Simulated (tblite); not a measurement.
C7H12FP.
SMILES with atom numbers: `[CH3:1]/[CH:2]=[CH:3]\[P:4]=[C:5](\[F:6])[CH:7]([CH3:8])[CH3:9]` (hydrogens: H10, H11, H12 on C1; H13 on C2; H14 on C3; H15 on C7; H16, H17, H18 on C8; H19, H20, H21 on C9)

The geometry is computed with GFN2-xTB (gas phase).

List the bond lengths, angles and torsions at this level.

| bond | length (bohr) |
| --- | --- |
| C1–C2 | 2.811 |
| C2=C3 | 2.514 |
| C3–P4 | 3.428 |
| P4=C5 | 3.181 |
| C5–F6 | 2.573 |
| C5–C7 | 2.830 |
| C7–C8, C7–C9 | 2.894 |
| C1–H10, C1–H11, C1–H12 | 2.058 |
| C2–H13 | 2.049 |
| C3–H14 | 2.045 |
| C7–H15 | 2.064 |
| C8–H16 and 5 like bonds | 2.056 |

Bonds in one row agree within 0.02 bohr and their mean is given. A selection of angles:
| angle | degrees |
| --- | --- |
| C1–C2–C3 | 125.5 |
| C2–C3–P4 | 123.4 |
| C3–P4–C5 | 101.7 |
| P4–C5–F6 | 113.8 |
| P4–C5–C7 | 134.1 |
| F6–C5–C7 | 112.0 |
| C5–C7–C8 | 109.2 |
| C8–C7–C9 | 110.9 |

Dihedral angles: C1–C2–C3–P4 -5° (synperiplanar); C2–C3–P4–C5 149° (anticlinal); C3–P4–C5–F6 178° (antiperiplanar); P4–C5–C7–C8 -111° (anticlinal). The mirror-image conformer, all signs reversed, is as good.

Of the pairs four or more bonds apart, H14···H15 is among the closest relative to their van der Waals radii: 2.09 Å, 87 % of the sum of Bondi's values. The C–C distances run from 1.330 Å (C2=C3, drawn double) to 1.532 Å (C7–C8, drawn single), a spread of 0.202 Å. The 2 C–P bonds span 1.683 Å (P4=C5, drawn double) to 1.814 Å (C3–P4, drawn single), a spread of 0.131 Å.

Point group: C1 (no symmetry element, even within 0.4 Å). Its lowest GFN2-xTB frequency is 11 cm⁻¹, too small to tell a flat minimum from a shallow saddle. One conformer, not necessarily the lowest. 3 starts were optimised and ended at 0.00, 0.06 and 1.63 kcal/mol (GFN2-xTB); the lowest of these is shown.
